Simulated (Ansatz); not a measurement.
C$_{3}$H$_{8}$Se, SMILES `CC[Se]C`, relaxed with RKS PBE0-D4/def2-TZVP in Ansatz from a PBE-D4/def2-SVP geometry. The force threshold is 0.005 eV/Å; the program also tests the step.

Charge 0, multiplicity 1.

Start:

```xyz
12

C    -1.890   -0.080    0.818
C    -0.387   -0.003    0.578
Se    0.012   -0.078   -1.357
C     1.958    0.071   -1.192
H    -2.423    0.764    0.332
H    -2.318   -1.023    0.422
H    -2.115   -0.038    1.904
H     0.037    0.942    0.973
H     0.142   -0.848    1.065
H     2.368   -0.774   -0.606
H     2.241    1.032   -0.720
H     2.375    0.035   -2.216
```

Q: How much energy does the relaxation release, and in how many steps? (An estimate is asked.)

A: The calculation gave: 4.95 kJ/mol, in 4 steps.

Q: Which bonds change most? (An estimate is asked.)

A: Computed: C2–Se3 from 1.977 to 1.952 Å; Se3–C4 from 1.959 to 1.940 Å; C2–H9 from 1.110 to 1.092 Å; C2–H8 from 1.110 to 1.092 Å.

Q: Give the relaxed structure. (An estimate is asked.)

A: The calculation gave: 
```xyz
12

C    -1.874   -0.080    0.809
C    -0.380    0.002    0.580
Se    0.014   -0.072   -1.331
C     1.944    0.067   -1.183
H    -2.396    0.749    0.325
H    -2.285   -1.013    0.415
H    -2.099   -0.040    1.878
H     0.028    0.937    0.968
H     0.140   -0.829    1.060
H     2.343   -0.772   -0.615
H     2.221    1.010   -0.712
H     2.345    0.040   -2.195
```
